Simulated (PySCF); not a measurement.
# What a mistake does to a calculation on AlBClGeH3

All numbers below are calculated, not measured. The program is PySCF 2.14.0, an open-source quantum chemistry code, run on an isolated molecule that a program drew, which may never have been made. The molecule is AlBClGeH3 (charge 0, singlet), drawn as the SMILES string `[BH2][Ge][AlH][Cl]`.

Each row is a Hartree-Fock (HF) and frozen-core CCSD(T) single point in the cc-pV(D+d)Z basis, meant for a local HF minimum. Run 1 is clean. Each other run has one planted mistake out of seven kinds, and not every kind appears here: one electron removed, one electron added, multiplicity raised by two, geometry at a saddle point, minimal basis STO-3G, one bond length entered in bohr, all coordinates scaled. The reference is restricted for singlets and unrestricted otherwise, and also for a bond in bohr. Adding or removing an electron swaps singlet and doublet. Electrons count all cores. HOMO and LUMO are orbital energies over both spins, the gradient is its largest component, and the lowest frequency (negative if imaginary) is given only where the gradient is small. Bond lengths are over the 6 bonds as drawn. T1 is the CCSD diagnostic: over 0.02 (restricted) or 0.045 (unrestricted) a single reference is doubtful. Germanium has the cc-pVDZ-PP basis, with a core potential (ECP10MDF) in place of its 10 inner electrons, and its 3s, 3p and 3d shells are frozen in CCSD(T).

Geometry of the clean run:
```xyz
7
AlBClGeH3, angstrom
B    -1.3418    1.5275   -0.7984
Ge    0.4228    1.3920   -1.7952
Al    1.2946    0.0561    0.1615
Cl    1.0985   -2.0583    0.0232
H    -1.5643    2.4644   -0.0771
H    -2.2101    0.7127   -0.9611
H     2.0887    0.6165    1.3990
```

```
run  electrons  basis functions  <S^2>  HOMO (eV)  LUMO (eV)  gradient (hartree/bohr)  lowest frequency (cm^-1)  mean bond (Å)  longest bond (Å)      T1  HF (hartree)  CCSD(T) (hartree)               mistake
  1         70               98  0.000      -8.77      -0.07                  2.8e-05                        66         1.7770             2.525  0.0190   -1021.26521        -1021.68660              no fault
  2         69               98  0.772     -15.25      -7.04                  3.7e-02                         -         1.7770             2.525  0.0223   -1020.97618        -1021.36783  one electron removed
  3         70               98  0.000      -7.42      -0.14                  3.3e-05                      -108         1.7316             2.381  0.0230   -1021.24340        -1021.66623                     ?
  4         71               98  0.782      -1.76       5.23                  2.9e-02                         -         1.7770             2.525  0.0219   -1021.29714        -1021.73529                     ?
```

**Which mistake was planted in run 3, and what did it cost?**

The gradient is small, so the point is stationary, but the lowest frequency is imaginary (-108 cm^-1). So the mistake is: geometry at a saddle point. Subtracting run 1 and multiplying by 627.51 kcal/mol a hartree, the energy moved by 13.7 kcal/mol in HF and 12.8 kcal/mol in CCSD(T).

**Which mistake was planted in run 4, and what did it cost?**

It counts 71 electrons, one more than the clean run, at the same geometry and basis. So the mistake is: one electron added. Subtracting run 1 and multiplying by 627.51 kcal/mol a hartree, the energy moved by -20.0 kcal/mol in HF and -30.6 kcal/mol in CCSD(T).

Cautions from the logs. Run 3: T1 is over the limit, so its CCSD(T) energy is less reliable.
